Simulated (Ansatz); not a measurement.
`C[S][AlH][F]`. Total charge 0; spin multiplicity 1. The geometry is a stationary point of PBE0-D4/def2-TZVP. It is one conformer, not always the lowest.

```xyz
8

C     0.241   -0.294    1.320
S    -0.657   -1.144   -0.021
Al   -0.340    0.278   -1.613
F    -0.983   -0.051   -3.093
H     0.672    0.653    0.990
H    -0.454   -0.100    2.136
H     1.041   -0.944    1.671
H     0.479    1.602   -1.390
```

Task: What is the dipole moment at r2SCAN/def2-TZVPP? (Best estimate.)

Result: The calculation gave: 2.63 D, with components (1.22, 1.00, 2.10) D in this frame, pointing from negative to positive charge.

Task: And with PBE, B3LYP, ωB97M-V? (Estimate.)

Result: Ansatz gave: PBE 2.57 D, B3LYP 2.61 D, ωB97M-V 2.54 D.

Task: Give the Mulliken charges with r2SCAN, B3LYP, ωB97M-V in def2-TZVPP. (An estimate is asked.)

Result: Computed: 
```
atom  r2SCAN  B3LYP  ωB97M-V
  C1   -0.12  -0.25    -0.32
  S2   -0.23  -0.21    -0.18
 Al3    0.61   0.58     0.54
  F4   -0.35  -0.35    -0.34
  H5    0.08   0.11     0.13
  H6    0.09   0.12     0.14
  H7    0.09   0.12     0.14
  H8   -0.16  -0.13    -0.11
```

B3LYP here is the variant with VWN-RPA as its local correlation; programs differ in this.
